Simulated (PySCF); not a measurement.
Species: C4H11P2Si (doublet state).
Z-matrix (Å and degrees, GFN2-xTB geometry), rows numbered from 1:
```
C 
C   1  1.3200
C   2  1.5083  1  123.27
C   3  1.4865  2  107.25  1   102.15
Si  4  1.8421  3  122.15  2   -85.54
P   5  2.2555  4  107.00  3   -26.06
P   5  2.2821  4  114.86  3    90.28
H   1  1.0776  2  122.09  3  -178.20
H   1  1.0789  2  121.37  3     2.53
H   2  1.0818  1  121.16  3   176.48
H   3  1.0937  2  109.14  1   -17.17
H   3  1.0930  2  109.59  1  -137.29
H   4  1.0810  3  116.17  2    79.95
H   5  1.4734  4  110.77  3  -152.51
H   6  1.3823  5   94.81  4  -170.94
H   6  1.3817  5   94.30  4   -78.01
H   7  1.3829  5   95.25  4   -60.02
H   7  1.3824  5   94.62  4    33.02
```

The hyperfine couplings belong to this conformer and change with its torsions.

As a line formula: `C=CC[CH][SiH](P)P` [radical].

Method used: UKS B3LYP, pcH-1 on C H P Si, non-relativistic, mean-field spin-orbit, GIAO in PySCF 2.14.0. One conformer (not necessarily the lowest) at the GFN2-xTB geometry, without solvent, vibrations or thermal averaging. Couplings are sensitive to structure, and on GFN2-xTB geometries they can be far from those on DFT ones. No stability test was run, so a lower SCF solution isn't excluded.

(1) Match the computed a_iso(13C) values +83.8, +70.5, -24.3, +4.0 MHz with the sites C1; C2; C3; C4.

Results:

(1) 
| site | a_iso (MHz) | ρ(0) (bohr⁻³) | position | distance from C4 (Å) | spin population | largest \|T\| (MHz) |
| --- | --- | --- | --- | --- | --- | --- |
| C1 | +4.0 | +0.0036 | 3 bonds from C4 | 3.32 | +0.06 | 8.4 |
| C2 | +70.5 | +0.0627 | 2 bonds from C4 | 2.41 | +0.01 | 12.1 |
| C3 | -24.3 | -0.0217 | 1 bond from C4 | 1.49 | -0.07 | 2.9 |
| C4 | +83.8 | +0.0746 | largest spin population | 0.00 | +0.96 | 143.4 |

ρ(0) is the spin density at the nucleus and T the dipolar tensor; a_iso includes a spin–orbit part; entries for several nuclei are means. Largest spin populations (Mulliken): C4 (+0.96), P7 (+0.09) and C3 (-0.07). C4 is the only atom above +0.15. The angles at C4 add up to 358.4°, so it is nearly planar; its axial dipolar tensor and the negative coupling of its proton fit spin in a p orbital normal to that plane.

The spin density at the nucleus, in bohr⁻³, is negative for Si5 (-0.0542), C3 (-0.0217) and H13 (-0.0119), for instance. A restricted open-shell determinant has no negative spin density anywhere; here it arises because α and β orbitals differ (spin polarisation).

Means are taken over nuclei equivalent by connectivity, which assumes that they swap fast. The 1H value of +29.8 MHz is a mean of couplings from 18.9 to 40.8 MHz in this one geometry, not an average over conformers. The 31P value of -7.1 MHz is a mean of couplings from -10.0 to -4.2 MHz in this one geometry, not an average over conformers.
